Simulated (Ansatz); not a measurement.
Isolated molecules relaxed with PBE0-D4/def2-TZVP in Ansatz; ΔE leaves out vibrations. CCSD(T)/CBS adds triple-zeta CCSD(T) − MP2 to the extrapolated MP2 energy (def2 sets, frozen cores). Functionals use def2-TZVPP. For Ge outer-core shells are correlated without core-valence functions, which leaves a few kJ/mol of doubt a bond. Scalar relativity is left out up to krypton. One conformer a species, not always the lowest.

`[SiH3][GeH2][SiH2][SiH2][GeH3]` + `[GeH3][SiH2][GeH3]` → `[SiH3][GeH2][SiH2][GeH2][SiH2][GeH3]` + `[SiH3][GeH3]`  (formal exchange of groups at the Si–Si bond)

```tsv
level	ΔE (kJ/mol)
r2SCANh-D4	-14.9
SCS-MP2/def2-TZVPP	-19.6
```

Task: What does CCSD(T)/CBS give? (Best estimate.)

Result: The calculation gave: -18.7 kJ/mol. The listed levels differ from it by 3.8, -0.9 kJ/mol.

Largest T1 diagnostic among the species: 0.013.

In def2-TZVPP, CCSD(T) changes the Hartree–Fock value by −6.8 kJ/mol (the triples alone add −0.8 kJ/mol) and MP2 by −10.1 kJ/mol. Leaving LDA and LC-ωPBE aside and taking each functional with its dispersion term where it has one, the values, not all of them listed here, spread over 12.0 kJ/mol, from BHLYP-D4 to B97M-V. LDA lies −4.4 kJ/mol from PBE without D4. At CCSD(T), def2-SVP lies +3.6 kJ/mol from the extrapolated value and def2-TZVPP +0.6 kJ/mol.
